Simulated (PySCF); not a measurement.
Species: Ta(NH)Cl3 (singlet state).
Structure used (PBE0-D3(BJ)/def2-SVP), in Å, numbered top down from 1:
```xyz
6
Cl3HNTa angstrom
Ta    -0.014   -0.111   -0.411
N      0.107    0.266    1.289
H      0.164    0.485    2.278
Cl     2.129   -0.326   -1.225
Cl    -1.095    1.649   -1.414
Cl    -1.228   -2.059   -0.586
```

Method used: PBE0-D3(BJ)/def2-SVP geometry optimisation, gas phase, def2 core potentials past Kr in PySCF.

(1) Which atoms are bound to Ta1, and at what distances?

(2) List the angles at Ta1.

(3) What is the shape at Ta1?

(4) What are the other bond lengths?

Results:

(1) 4 atoms: N2 1.745 Å, Cl5 2.297 Å, Cl4 2.302 Å, Cl6 2.302 Å. The nearest atom not counted as bound is H3, at 2.76 Å.

(2) 
```csv
angle,degrees,distance of the outer atoms (Å)
Cl4–Ta1–Cl6,112.7,3.83
Cl5–Ta1–Cl6,111.5,3.80
Cl4–Ta1–Cl5,110.8,3.79
N2–Ta1–Cl4,107.5,3.28
N2–Ta1–Cl6,107.1,3.27
N2–Ta1–Cl5,107.0,3.27
```

(3) Tetrahedral: angles from 107.0° to 112.7°; τ4 = (360° − α − β)/141° = 0.96 with α and β the two widest (0 for a square, 1 for a tetrahedron). Differences among atoms that C3v makes equivalent are scatter left by the optimiser.

(4) N2–H3 1.014 Å.

Point group: C3v (tolerance 0.08 Å). Charge 0, singlet. PBE0-D3(BJ)/def2-SVP frequencies: not computed here.
